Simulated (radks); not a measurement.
Values are calculated unless marked as measured or tabulated.
Species: K II. Configuration: [Ne] 3p6 4p2 (not the ground configuration).

Level of theory: Dirac Kohn-Sham, RPBE, spin-unpolarised, spherical densities, finite nucleus; open shells are shared between the two j in proportion to 2j + 1; Fermi nuclear charge, rms radius 3.4349 fm (a radial shooting solver on a logarithmic mesh with Libxc functionals).

Energy parts (eV):
total: -16296.176
kinetic: 16409.607
electron-nucleus: -38392.449
Hartree: 6572.640
exchange-correlation: -885.974

Orbitals (lengths in bohr, moments of r in powers of bohr; <r^-3> diverges for s and p1/2; r(90%) holds 90 % of the orbital's charge):
orbital      occ.  eigenvalue (eV)  r(90%)  <r^-3>  small-component weight
1s1/2           2        -3552.085   0.145       -                4.60e-03
2s1/2           2        -382.0348   0.603       -                7.58e-04
2p1/2           2        -310.5418   0.575       -                7.36e-04
2p3/2           4        -307.6428   0.579   153.2                7.30e-04
3s1/2           0         -58.1295    1.79       -                1.52e-04
3p1/2           2         -40.7030    1.97       -                1.30e-04
3p3/2           4         -40.3774    1.98   17.32                1.30e-04
3d3/2           0         -15.3445    2.68   1.208                7.67e-05
3d5/2           0         -15.3213    2.69   1.200                7.66e-05
4p1/2    0.666667          -8.0076    5.78       -                2.02e-05
4p3/2     1.33333          -7.9719    5.80   1.907                2.01e-05

The highest occupied level is 4p3/2 at -7.972 eV. The configuration is held as typed, so some empty levels lie below it. The electron density at the nucleus is 5150 e/bohr^3. Summed over all electrons, <r^2> = 48.79 bohr^2, which gives a Langevin (diamagnetic) susceptibility term of -38.6 x 10^-6 cm^3/mol. The density falls to 0.001 e/bohr^3 at r = 5.13 bohr.
